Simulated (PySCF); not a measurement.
Gas-phase reaction: NbCl5 + ClO ⇌ NbOCl3 + 3 Cl

Computed with PySCF (xtb for GFN2) and rigid-rotor harmonic-oscillator thermochemistry at 1 bar. † marks an energy on the PBE0/def2-TZVP geometry and frequencies; other levels use their own. Open shells (unrestricted): ClO (multiplicity 2), Cl (multiplicity 2); the rest are closed-shell singlets. GFN2 has no spin-polarisation term. Spin-orbit splitting is ignored; it lowers the true energy and changes the entropy of ClO, Cl. B3LYP is the form with VWN-RPA correlation. Nb: scalar-relativistic def2 core potential, no spin-orbit coupling.

GFN2-xTB gives ΔH°(298 K) = 384 kJ.

What do ωB97X-V/def2-TZVP†, B3LYP/def2-TZVP†, M06-2X/def2-TZVP† give?

ωB97X-V/def2-TZVP†: 220 kJ; B3LYP/def2-TZVP†: 205 kJ; M06-2X/def2-TZVP†: 222 kJ. For scale, ΔH°(298 K) is 384 kJ at this level, 234 kJ at ωB97M-V/def2-TZVP†, and runs from 205 to 412 kJ over the 13 levels computed († marks an energy on the PBE0/def2-TZVP geometry).
